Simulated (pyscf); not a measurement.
A first-order saddle from PySCF, ωB97X-D3(BJ)/def2-SVP:

```
C
H 1 1.0937
C 1 1.4283 2 134.64
H 3 1.0960 1 115.79 2 -125.38
H 3 1.0997 4 115.11 1 -155.48
B 1 1.4746 2 140.88 3 119.70
H 6 1.1929 1 162.61 2 112.88
H 6 1.2596 7 116.99 3 -145.76
```
Charge 0, spin multiplicity 1.

Surface: singlet, charge 0. Lowest wavenumbers (cm⁻¹): 924i, 620, 643, 789, 866.

Problem. Name the species on either side of this saddle.

Solution. C₂H₅B (SMILES B1CC1) ⇌ H₂B–CH=CH₂ (SMILES BC=C), a rearrangement read from left to right: B–C, C–H broken and B–H formed. At CCSD(T)/def2-TZVPP + ΔMP2(QZVPP) it lies +1.55 eV from the left side and +2.11 eV from the right (each side as separated species at their lowest minima found). One saddle was located; it need not be the lowest between these sides. The CCSD(T) − MP2 part came from Ansatz, without density fitting, on the same reference.
